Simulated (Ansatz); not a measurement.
C3H6FNSi can be A, `F[SiH2]C1C=NC1`, or B, `C[Si](C)(F)C#N`.

Program: Ansatz. Geometries: PBE0-D4/def2-TZVP. ΔE: electronic, gas phase. CBS: MP2 limit from def2 TZ/QZ plus the TZ coupled-cluster correction, frozen cores. Functionals use def2-TZVPP. B3LYP here is the variant with VWN-RPA as its local correlation; programs differ in this. Each species was taken in one conformer, which may not be the lowest.

A:

```xyz
12

F    -0.477   -2.537    1.058
Si   -0.473   -1.524   -0.183
C     0.541   -0.017    0.229
C    -0.061    0.986    1.163
N    -0.272    1.954    0.351
C     0.332    1.177   -0.752
H    -1.875   -1.124   -0.457
H     0.107   -2.236   -1.349
H     1.582   -0.291    0.430
H    -0.302    0.964    2.225
H     1.254    1.625   -1.126
H    -0.355    1.024   -1.590
```

B:

```xyz
12

C    -0.521    1.228    1.001
Si    0.283    0.240   -0.334
C    -0.650   -1.252   -0.889
F     0.585    1.180   -1.589
C     1.949   -0.315    0.279
N     2.957   -0.685    0.697
H    -1.499    1.590    0.676
H     0.094    2.089    1.270
H    -0.661    0.617    1.897
H    -0.107   -1.778   -1.677
H    -1.633   -0.970   -1.276
H    -0.796   -1.944   -0.055
```

(1) Which isomer does CCSD(T)/CBS put lower? Give the gap. (Best estimate.)

(2) Give E(B) − E(A) in kcal/mol with B2PLYP, B3LYP, HF/def2-TZVPP, PBE0-D4, ωB97M-V, B3LYP-D4, PBE-D4. (Best estimate.)

Largest T1 diagnostic: 0.012.

## Answers

(1) Ansatz gave: B, by 59.9 kcal/mol.

(2) Computed: B2PLYP -62.3, B3LYP -60.7, HF/def2-TZVPP -64.8, PBE0-D4 -54.0, ωB97M-V -59.4, B3LYP-D4 -60.1, PBE-D4 -53.8. None reverses the order clearly.

In def2-TZVPP, CCSD(T) changes the Hartree–Fock value by +4.4 kcal/mol (the triples alone add +0.7 kcal/mol) and MP2 by +2.4 kcal/mol.
